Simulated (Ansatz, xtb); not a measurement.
## Relative energy of two isomers of C3H4ClNSSi

Structure a: `[SiH3]c1csc(Cl)n1`, a singlet. Structure b: `[SiH3]c1cnc(Cl)s1`, a singlet. Both are isolated molecules in the gas phase, relaxed with PBE-D3(BJ)/def2-SVP.

Task: Estimate E(b) − E(a) at the level CCSD(T)/def2-SVP + ΔMP2/def2-TZVPP.

Result: Calculated at CCSD(T)/def2-SVP + ΔMP2/def2-TZVPP: E(b) − E(a) = −0.114 eV, so structure b lies lower.

How the difference moves with the method:

| level | geometry | E(b) − E(a) (eV) | departure from the last row (eV) | job, with rough time for the two |
| --- | --- | --- | --- | --- |
| GFN2-xTB | GFN2-xTB | −0.014 | +0.099 | optimisation, 0.22 s |
| HF/STO-3G | GFN2-xTB | −0.013 | +0.100 | single point, 0.64 s |
| r2SCAN-D4/def2-SVP | GFN2-xTB | −0.129 | −0.015 | single point, 4 s |
| PBE-D3(BJ)/def2-SVP | PBE-D3(BJ)/def2-SVP | −0.112 | +0.002 | optimisation, 26 s |
| HF/def2-SVP | PBE-D3(BJ)/def2-SVP | −0.121 | −0.007 | part of the CCSD(T) run |
| MP2/def2-SVP | PBE-D3(BJ)/def2-SVP | −0.114 | 0.000 | part of the CCSD(T) run |
| CCSD(T)/def2-SVP | PBE-D3(BJ)/def2-SVP | −0.107 | +0.006 | single point |
| CCSD(T)/def2-SVP + ΔMP2/def2-TZVPP | PBE-D3(BJ)/def2-SVP | −0.114 |  | single point, 43 s |

As drawn, both hold the same kinds of bond in the same numbers.

GFN2-xTB, HF/STO-3G find them nearly level. The largest departure from CCSD(T)/def2-SVP + ΔMP2/def2-TZVPP is that of HF/STO-3G, 0.100 eV. The last row adds to CCSD(T) the change of the MP2 difference between the two basis sets, here −0.006 eV.

With thermal terms from frequencies at re-optimised GFN2-xTB minima (ideal gas, soft modes damped towards free rotors, one conformer each, 298.15 K, 1 atm): the zero-point term adds +0.009 eV; ΔH is −0.105 and ΔG −0.103 eV.

The correlated steps freeze 19 core orbitals. Programs: Ansatz 0.2.0, xtb 6.7.1; the last row on 2 threads of Intel(R) Xeon(R) 6975P-C (Granite Rapids) on a shared host.
